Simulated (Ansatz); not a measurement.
Reaction (atomization): `F[C@H]1CC(F)(F)[C@H](F)C1(F)F` → 5 C• + 6 F• + 4 H•

Program: Ansatz. Geometries: PBE0-D4/def2-TZVP. ΔE: electronic, gas phase. CCSD(T)/CBS is the MP2 limit (def2-TZVPP, def2-QZVPP) plus CCSD(T) − MP2 in def2-TZVPP, frozen cores. This one scheme is used for every species, atoms too. For atomizations the MP2-based limit and the directly extrapolated one differ by several kJ/mol either way, and by 10 to 25 for some Ge, Se and Sn compounds, so smaller differences from it don't rank the levels. Functionals use def2-TZVPP. No spin–orbit coupling; open shells (•) take unrestricted orbitals. Spin–orbit coupling would lower the free atoms: a little for C, F.

`F[C@H]1CC(F)(F)[C@H](F)C1(F)F`:

```xyz
15

F     1.514   -1.526    0.071
C     1.088   -0.399   -0.597
C    -0.329   -0.596   -1.110
C    -1.259   -0.174    0.030
F    -2.135    0.766   -0.379
F    -1.991   -1.217    0.493
C    -0.359    0.385    1.150
F    -0.903    1.439    1.801
C     0.936    0.728    0.424
F     0.800    1.894   -0.250
F     1.988    0.847    1.247
H     1.820   -0.150   -1.367
H    -0.502   -1.630   -1.407
H    -0.517    0.055   -1.964
H    -0.150   -0.422    1.859
```

CCSD(T)/CBS gives +6392.6 kJ/mol.

Q: Another level gave +6382.8 kJ/mol. Which?
A. LDA (SPW92)/def2-TZVPP
B. r2SCANh-D4/def2-TZVPP
C. BHLYP/def2-TZVPP
D. PBE/def2-TZVPP

A: B. r2SCANh-D4 6382.8, PBE 6653.8, BHLYP 6028.5, LDA (SPW92) 7716.2 kJ/mol.

Largest T1 diagnostic among the species: 0.012.

From r2SCAN to r2SCAN0 (25 % exact exchange), in def2-TZVPP and without D4, ΔE moves by −173.1 kJ/mol: exact exchange takes away binding that semilocal exchange gives to molecules. At CCSD(T), def2-SVP lies −277.0 kJ/mol from the extrapolated value and def2-TZVPP −170.0 kJ/mol: correlation converges slowly with the basis, and small sets miss more of it in the bonded molecule than in its fragments. The D4 term adds +59.6 kJ/mol with B3LYP and +31.7 kJ/mol with PBE0; it sums over pairs of atoms, weighted by their polarisabilities, and B3LYP, whose exchange is more repulsive, gets the larger term.

B3LYP here is the variant with VWN-RPA as its local correlation; programs differ in this.
